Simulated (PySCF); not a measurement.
C5ClO5Re, SMILES [O+]#[C-]->[Re](<-[C-]#[O+])([Cl])(<-[C-]#[O+])(<-[C-]#[O+])<-[C-]#[O+], multiplicity 1.

Geometry: PBE0-D3(BJ)/def2-SVP. The multiplicity is an assumed one; other spin states were not compared. The isomer is the one that the SMILES or the coordinates give; other isomers of the formula were not compared. The def2 effective core potentials stand for the cores of Re; spin–orbit coupling is left out.

All values below come from CAM-B3LYP/def2-SVP in PySCF.

Isolated molecule, no solvent.

**Question.** Estimate the frontier levels, gap, dipole moment and polarisability. (The exact figures need the calculation; the answer reports its results.)

**Answer.** 
| Quantity | Result |
|---|---|
| highest occupied level | -8.19 eV |
| lowest empty level | -1.32 eV |
| orbital gap | 6.87 eV |
| dipole moment | 2.93 D |
| quadrupole, principal values (traceless, Buckingham form, about the centre of nuclear charge) | -14.22, 7.11, 7.11 D·Å |
| mean static polarisability | 112.2 bohr³ (16.63 Å³) |
| polarisability, principal values | 108.2, 114.2, 114.2 bohr³ |
